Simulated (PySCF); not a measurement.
Si(Br)2 anion (Br2Si), SMILES Br[Si]Br (connectivity only; charge and spin as stated), charge -1, multiplicity 2.

Geometry optimised at PBE0-D3(BJ)/def2-SVPD. The spin state was assumed, not searched. The isomer is the one that the SMILES or the coordinates give; other isomers of the formula were not compared.

Computed with PBE/def2-TZVPD run with PySCF.

The molecule is in vacuum. A positive occupied level means that this level leaves the electron formally unbound; only the finite basis holds it.

The total energy comes out as -5437.01533 hartree, the point group is C2v and the α spin, highest occupied and lowest empty level is 0.95 and 2.73 eV. The β spin, highest occupied and lowest empty level is -1.35 and 2.22 eV. The dipole moment about the centre of nuclear charge is 1.25 D. The mean static polarisability comes out as 112.0 bohr³ (16.60 Å³) and the polarisability, principal values is 91.6, 111.5, 133.0 bohr³. The ⟨S²⟩ is 0.756 (pure state 0.75).
